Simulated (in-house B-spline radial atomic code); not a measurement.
Ionisation energies along the 48-electron series, configuration [Kr] 4d10 4f2, as differences of self-consistent energies. NIST's values go from ground level to ground level; the uncertainty of those that are theory runs from under 0.1 % in few-electron ions to several per cent in heavy many-electron ones. Computed with a radial B-spline atomic code at the basis-set limit: non-relativistic Hartree-Fock, average of the configuration, point nuclei.

This level leaves out relativity, spin-orbit splitting included, which matters for heavy ions.

| ion | configuration after | ionisation energy (eV) | IE/(q+1)² (eV) | -ε less Coulomb ΔSCF (eV) | tabulated value (eV) | tabulated kind | computed minus tabulated (eV) |
| --- | --- | --- | --- | --- | --- | --- | --- |
| Hf24+ | [Kr] 4d10 4f1 | 725.5 | 1.1607 | 2.1496 | 730 | tabulated theory | -4.5 |
| Ta25+ | [Kr] 4d10 4f1 | 780.3 | 1.1543 | 2.1754 | 790 | tabulated theory | -9.7 |
| W26+ | [Kr] 4d10 4f1 | ? | ? | ? | ? | semi-empirical | ? |
| Re27+ | [Kr] 4d10 4f1 | 895.3 | 1.142 | 2.2226 | 910 | tabulated theory | -14.7 |
| Os28+ | [Kr] 4d10 4f1 | ? | ? | ? | ? | tabulated theory | ? |
| Ir29+ | [Kr] 4d10 4f1 | 1017.4 | 1.1304 | 2.2645 | 1030 | tabulated theory | -12.6 |
| Pt30+ | [Kr] 4d10 4f1 | 1081.0 | 1.1249 | 2.2838 | 1090 | tabulated theory | -9.0 |

Problem. Fill in the row of W26+.

Solution. ionisation energy (eV): 836.9; IE/(q+1)² (eV): 1.1481; -ε less Coulomb ΔSCF (eV): 2.1998; tabulated value (eV): 833.4; computed minus tabulated (eV): 3.5.

Problem. Fill in the row of Os28+.

Solution. ionisation energy (eV): 955.5; IE/(q+1)² (eV): 1.1361; -ε less Coulomb ΔSCF (eV): 2.2442; tabulated value (eV): 970; computed minus tabulated (eV): -14.5.
